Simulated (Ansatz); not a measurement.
System: C$_{3}$H$_{10}$O$_{2}$Si, net charge 0, singlet state. 
Coordinates optimised at B3LYP-D3(BJ)/def2-TZVP (Ansatz, a program for electronic structure):
```xyz
16

O      2.9185     0.4597     0.3388
C      1.6296     0.2461    -0.2356
C      0.9618    -0.8778     0.5344
C     -0.4104    -1.2720    -0.0325
Si    -1.7891    -0.0261     0.1528
O     -1.4746     1.2576    -0.8513
H      3.3356     1.2029    -0.1077
H      1.0244     1.1571    -0.1874
H      1.7183    -0.0339    -1.2936
H      1.6327    -1.7407     0.5193
H      0.8677    -0.5753     1.5809
H     -0.3235    -1.5397    -1.0912
H     -0.7612    -2.1787     0.4730
H     -1.8813     0.4335     1.5644
H     -3.0889    -0.6510    -0.2085
H     -2.1133     1.9735    -0.8865
```

Total electronic energies in hartree. Cores are frozen in the correlated levels unless marked. No spin-orbit coupling. No relativistic terms. CBS(X,Y): correlation extrapolated as X^-3; Hartree-Fock from the larger set. [CCSD(T)-MP2]/basis is that difference in the basis named.

| level | program | energy (Eh) |
|---|---|---|
| HF/aug-cc-pV(T+d)Z | Ansatz | -558.25347 |
| HF/cc-pwCVTZ | Ansatz | -558.25073 |
| RI-HF/cc-pV(Q+d)Z | Ansatz | -558.27242 |
| SVWN5/def2-TZVPD | Ansatz | -557.07738 |
| PBE0-D3(BJ)/def2-TZVPD | Ansatz + dftd3 | -560.02099 |
| r2SCAN0/def2-TZVPD | Ansatz | -560.22988 |
| HSE06-D3(BJ)/def2-TZVPD | Ansatz + dftd3 | [?] |
| B2PLYP-D3(BJ)/def2-TZVPD | Ansatz + dftd3 | -560.11238 |
| MP2/aug-cc-pV(T+d)Z | Ansatz | -559.41045 |
| MP2/cc-pV(T+d)Z | Ansatz | -559.38232 |
| RI-MP2/cc-pV(Q+d)Z | Ansatz | -559.48732 |
| SCS-MP2/cc-pV(Q+d)Z | Ansatz | -559.49397 |
| CCSD(T)/aug-cc-pV(D+d)Z | Ansatz | -559.22530 |
| RI-MP2/CBS(cc-pV(T+d)Z,cc-pV(Q+d)Z)+[CCSD(T)-MP2]/cc-pV(D+d)Z | Ansatz | -559.6384 |
| CCSD(T)/CBS(cc-pV(T+d)Z,cc-pV(Q+d)Z) | Ansatz | -559.6304 |

Task: Some entries are withheld; supply them.

Result: 
- HSE06-D3(BJ)/def2-TZVPD, energy (Eh): -559.99736
